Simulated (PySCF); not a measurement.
Start geometry of `CC=C=C(C)C(F)(F)F` from GFN2-xTB (Å):
```
atom  x, y, z in Å
C1     2.721    0.282   -0.138
C2     1.625    0.290    0.879
C3     0.377    0.064    0.616
C4    -0.874   -0.156    0.329
C5    -1.555   -1.495    0.341
C6    -1.772    0.995   -0.039
F7    -1.135    2.173   -0.091
F8    -2.785    1.149    0.837
F9    -2.351    0.822   -1.243
H10    2.332    0.059   -1.128
H11    3.469   -0.464    0.128
H12    3.208    1.256   -0.159
H13    1.922    0.502    1.899
H14   -0.849   -2.269    0.623
H15   -1.957   -1.714   -0.648
H16   -2.383   -1.484    1.049
```

Problem. What comes out of this run: PySCF, PBE0-D3(BJ)/def2-SVP geometry optimisation, gas phase?

Solution. 
```
atom  x, y, z in Å
C1     2.7308    0.2455   -0.2296
C2     1.6517    0.2681    0.8097
C3     0.3796    0.0656    0.5834
C4    -0.8971   -0.1367    0.3532
C5    -1.5822   -1.4722    0.4085
C6    -1.7756    1.0355    0.0097
F7    -1.1123    2.1863   -0.0415
F8    -2.7607    1.1751    0.9098
F9    -2.3677    0.8546   -1.1799
H10    2.3269    0.0213   -1.2259
H11    3.4943   -0.5095    0.0174
H12    3.2429    1.2202   -0.2732
H13    1.9516    0.4839    1.8445
H14   -0.8712   -2.2629    0.6772
H15   -2.0321   -1.7159   -0.5666
H16   -2.3940   -1.4568    1.1523
```

The energy falls by 1.2 kcal/mol over 10 energy and gradient evaluations, the largest force component goes from 0.0186 to 3.2e-04 Eh/bohr, and the atoms move by 0.027 Å rms after alignment. The bond that changes most is C2–H13 (outer carbon of cumulated double bonds to hydrogen on carbon), which lengthens by 0.016 Å. Bonds longer at the end by more than 0.005 Å: 9 of 15; shorter: 3. Among the angles that change most is C3–C2–H13, from 119.4° to 117.3°. Rotational constants go from 2611, 1005, 873.2 to 2608, 1001, 869.6 MHz. The orientation of the end geometry is arbitrary; only internal coordinates are fixed.

The run used 161 basis functions and 69 SCF cycles in all. On one thread of an Arm Neoverse V1, on a shared host, this took 2.0 min wall and 0.77 GiB of memory at its peak.

No frequency check.
